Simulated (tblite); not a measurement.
Parent: `[CH:1]1=[CH:2][P:3]2[CH:4]=[CH:5][CH:6]1[CH:7]=[CH:8]2`, C7H7P.

Computed geometry: GFN2-xTB, gas phase. One conformer each, not checked by frequencies here.

```
coordinate of the parent    value
                   C1=C2  1.322 Å
                   C2–P3  1.841 Å
                   P3–C4  1.841 Å
                   C4=C5  1.322 Å
                   C5–C6  1.511 Å
                   C6–C7  1.511 Å
                   C7=C8  1.322 Å
                   C1–C6  1.511 Å
                   P3–C8  1.841 Å
                C2–C1–C6   117.9°
                C1–C2–P3   117.4°
                C2–P3–C4    92.6°
                C2–P3–C8    92.7°
                C4–P3–C8    92.6°
                P3–C4–C5   117.4°
                C4–C5–C6   118.0°
                C5–C6–C7   106.8°
                C1–C6–C5   106.8°
                C1–C6–C7   106.8°
                C6–C7–C8   118.0°
                P3–C8–C7   117.4°
```

Task: In one relative the bonds that all share with the parent change as follows (parent's numbers): C1–C2 +0.001, C2–P3 -0.017, P3–C4 -0.017, C4–C5 +0.001, C5–C6 +0.002, C6–C7 +0.002, C7–C8 +0.001, C1–C6 +0.002, P3–C8 -0.017 Å. Which is it?
A. `[CH3:1][CH2:2][P@@+:3]12[CH:4]=[CH:5][C@@H:6]([CH:7]=[CH:8]1)[CH:9]=[CH:10]2` (charge +1) with C1–C2–P3–C4 -60°
B. `[S:1]=[P@:2]12[CH:3]=[CH:4][C@H:5]([CH:6]=[CH:7]1)[CH:8]=[CH:9]2`

Result: B. The changes in all of them (Å):

```csv
SMILES,C1–C2,C2–P3,P3–C4,C4–C5,C5–C6,C6–C7,C7–C8,C1–C6,P3–C8
CC[P+]12C=CC(C=C1)C=C2,+0.006,-0.044,-0.044,+0.006,+0.004,+0.005,+0.006,+0.005,-0.042
S=P12C=CC(C=C1)C=C2,+0.001,-0.017,-0.017,+0.001,+0.002,+0.002,+0.001,+0.002,-0.017
```

Atoms are paired thus: CC[P+]12C=CC(C=C1)C=C2: C1 = C5, C2 = C4, P3 = P3, C4 = C8, C5 = C7, C6 = C6, C7 = C9, C8 = C10; S=P12C=CC(C=C1)C=C2: C1 = C4, C2 = C3, P3 = P2, C4 = C7, C5 = C6, C6 = C5, C7 = C8, C8 = C9.
